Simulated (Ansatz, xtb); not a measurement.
## C3H5ClSeSi: which of two isomers lies lower

Structure I is `C#C[Si@H](Cl)[Se]C`, a singlet and structure II is `ClC1=CC[Se][SiH2]1`, a singlet. Both are isolated molecules in the gas phase, relaxed with PBE-D3(BJ)/def2-SVP, each in the lowest conformer that the search found.

Quicker runs give these differences E(II) − E(I): GFN2-xTB −0.514 eV; HF/STO-3G −0.211 eV (at GFN2-xTB geometries); r2SCAN-D4/def2-SVP +0.057 eV (at GFN2-xTB geometries).

**Question.** Estimate which is lower in electronic energy at CCSD(T)/def2-SVP + ΔMP2/def2-TZVPP, and by roughly how much.

**Answer.** The CCSD(T)/def2-SVP + ΔMP2/def2-TZVPP calculation puts structure I lower, by 0.399 eV.

The same difference at several levels:

```tsv
level	geometry	E(II) − E(I) (eV)	departure from the last row (eV)	job, with rough time for the two
GFN2-xTB	GFN2-xTB	−0.514	−0.913	optimisation, 0.23 s
HF/STO-3G	GFN2-xTB	−0.211	−0.610	single point, 0.44 s
r2SCAN-D4/def2-SVP	GFN2-xTB	+0.057	−0.342	single point, 3.5 s
PBE-D3(BJ)/def2-SVP	PBE-D3(BJ)/def2-SVP	−0.030	−0.429	optimisation, 23 s
HF/def2-SVP	PBE-D3(BJ)/def2-SVP	+0.529	+0.130	part of the CCSD(T) run
MP2/def2-SVP	PBE-D3(BJ)/def2-SVP	+0.355	−0.044	part of the CCSD(T) run
CCSD(T)/def2-SVP	PBE-D3(BJ)/def2-SVP	+0.267	−0.132	single point
CCSD(T)/def2-SVP + ΔMP2/def2-TZVPP	PBE-D3(BJ)/def2-SVP	+0.399		single point, 49 s
```

As drawn, II has 1 C–Cl, 1 C=C, 1 C–C, 1 Si–H in place of 1 C≡C, 1 Cl–Si, 1 C–H. Structure I has no ring, II a 5-membered ring.

GFN2-xTB, HF/STO-3G, PBE-D3(BJ)/def2-SVP put the two in the other order. The largest departure from CCSD(T)/def2-SVP + ΔMP2/def2-TZVPP is that of GFN2-xTB, 0.913 eV. The last row adds to CCSD(T) the change of the MP2 difference between the two basis sets, here +0.132 eV, a large step that makes the value less sure.

With thermal terms from frequencies at re-optimised GFN2-xTB minima (ideal gas, soft modes damped towards free rotors, one conformer each, 298.15 K, 1 atm): on the last row, ΔE + ΔZPE = +0.421, ΔH = +0.364, ΔG = +0.507 eV.

The correlated steps freeze 22 core orbitals; the filled d shell of Se is correlated, in a basis made for valence electrons. Mirror images aren't counted in ΔG. Programs: Ansatz 0.2.0, xtb 6.7.1; the last row on 4 threads of Arm Neoverse V2 on a shared host.
